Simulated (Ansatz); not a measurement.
`Cl[SiH2][O][GeH3]` + H₂O → `O[SiH2][O][GeH3]` + HCl at 500 K and 1 bar (formal hydrolysis of the Si–Cl bond).

Calculated with Ansatz (gas phase, PBE0-D4/def2-TZVP geometries, no zero-point term in ΔE). CCSD(T)/CBS adds triple-zeta CCSD(T) − MP2 to the extrapolated MP2 energy (def2 sets, frozen cores). This one scheme is used for every species. For Ge outer-core shells are correlated without core-valence functions, which leaves a few kJ/mol of doubt a bond. Scalar relativity is left out up to krypton. Each species was taken in one conformer, which may not be the lowest.

| species | CCSD(T)/CBS energy (Eh) | H − E (kJ/mol) | S (J/(mol·K)) |
| --- | --- | --- | --- |
| `Cl[SiH2][O][GeH3]` | -2903.25837 | 169.2 | 432.0 |
| H₂O | -76.37941 | 73.2 | 206.3 |
| `O[SiH2][O][GeH3]` | -2519.25526 | 204.5 | 429.5 |
| HCl | -460.38127 | 32.5 | 201.9 |

H − E and S are ideal-gas, rigid-rotor, harmonic terms from PBE0-D4/def2-TZVP, for one conformer and one mirror image of each species. 1 Eh = 2625.50 kJ/mol, R = 8.31446 J/(mol·K).

Problem. By hand: ΔE, ΔH, ΔS and ΔG.

Solution. ΔE = (-2519.25526) + (-460.38127) − (-2903.25837) − (-76.37941) = 0.00125 Eh = 3.3 kJ/mol. Δ(H − E) = 204.5 + 32.5 − 169.2 − 73.2 = -5.4, so ΔH = -2.1 kJ/mol. ΔS = 429.5 + 201.9 − 432.0 − 206.3 = -6.9 J/(mol·K). ΔG = -2.1 − 500 × (-6.9)/1000 = 1.4 kJ/mol.

Problem. By hand: the equilibrium constant, and the temperature at which ΔG would vanish if ΔH and ΔS stayed fixed.

Solution. log₁₀ K = −ΔG/(RT ln 10) = -0.1. ΔG = 0 at ΔH/ΔS = 304 K, though so small a ΔH makes that figure unsure.

TΔS isn't small against ΔH here. The sign of ΔG lies within the doubt. A doubt of 5 kJ/mol in ΔE shifts log₁₀ K by 0.5 here. Other conformers and mirror images would add mixing entropy, several J/(mol·K) or more a flexible species. Modes under 60 cm⁻¹, often nearly free rotors, make the harmonic entropy too high. These are equilibria of isolated gas molecules and say nothing of rates. Largest T1 diagnostic: 0.012 (customary marks: 0.02 for closed shells, 0.045 for open ones).
